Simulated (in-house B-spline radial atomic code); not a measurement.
# Ionising Zr3+ with different functionals

Computed with an all-electron radial atomic-structure program (B-spline basis): scalar-relativistic (spin-free X2C) Hamiltonian, Fermi nucleus of rms radius 4.2694 fm, spin-polarised at highest spin, spherical fractional occupations for the functionals, and exact exchange of hybrids averaged over the configuration. The ionisation energy is the difference of two self-consistent energies, [Kr] 4d1 → [Ar] 3d10 4s2 4p6, without Breit or QED terms; ε is the level of the shell that loses the electron (its least bound occupied spin orbital). There is no spin-orbit coupling in this Hamiltonian.

```tsv
method	rung	ΔSCF (eV)	-ε(4d) (eV)
PBE0	global hybrid	34.42	30.14
B3LYP	global hybrid	34.49	29.86
TPSSh	global hybrid	34.24	29.03
BHandHLYP	global hybrid	34.32	31.53
r2SCAN0	global hybrid	?	?
B97-1	global hybrid	34.31	29.71
HSE06	range-separated hybrid	34.40	29.71
wB97X	range-separated hybrid	34.12	32.45
CAM-B3LYP	range-separated hybrid	34.49	31.63
LC-wPBE	range-separated hybrid	?	?
```

**Question.** What does r2SCAN0 give?

**Answer.** ΔSCF 34.04 eV, and -ε(4d) = 29.91 eV.

**Question.** What does LC-wPBE give?

**Answer.** ΔSCF 34.45 eV, and -ε(4d) = 33.09 eV.

**Question.** Among the functionals, which spreads more, the ΔSCF values or the orbital energies?

**Answer.** The orbital energies: ΔSCF values span about 0.45 eV and the orbital energies 4.06 eV; here energy differences depend much less on the functional than eigenvalues do.

**Question.** How do they compare with the NIST value?

**Answer.** NIST lists 34.418 eV (measured, ground level to ground level). Errors run from -0.37 to +0.07 eV; PBE0 is closest (-0.00 eV), but part of that can be cancellation, since the calculations leave out spin-orbit coupling, Breit-QED terms, multiplet and fine-structure energies.
